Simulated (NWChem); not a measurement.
Species: hydrogen iodide (HI); SMILES I

All runs: NWChem. Structure relaxed at the PBE0/def2-SVP level. def2 effective core potentials on I; no spin-orbit coupling. B3LYP is NWChem's, with the RPA form of VWN correlation.

### Question
Taking B3LYP/def2-TZVP (core potentials) as the yardstick, which of these has the fewest basis functions while keeping “dipole (D)” within 0.1 D of it: B3LYP/3-21G (all-electron, non-relativistic); B3LYP/def2-SVPD (core potentials); B3LYP/def2-SVP (core potentials); B3LYP/STO-3G (all-electron, non-relativistic)?

### Answer
B3LYP/def2-SVPD (core potentials).
```json
[
 {"level": "B3LYP/STO-3G (all-electron, non-relativistic)", "basis functions": "28", "dipole (D)": "1.29"},
 {"level": "B3LYP/def2-SVP (core potentials)", "basis functions": "31", "dipole (D)": "0.59"},
 {"level": "B3LYP/3-21G (all-electron, non-relativistic)", "basis functions": "33", "dipole (D)": "0.90"},
 {"level": "B3LYP/def2-SVPD (core potentials)", "basis functions": "43", "dipole (D)": "0.43"},
 {"level": "B3LYP/def2-TZVP (core potentials)", "basis functions": "56", "dipole (D)": "0.46"}
]
```

The yardstick is one finite set, not the basis-set limit.
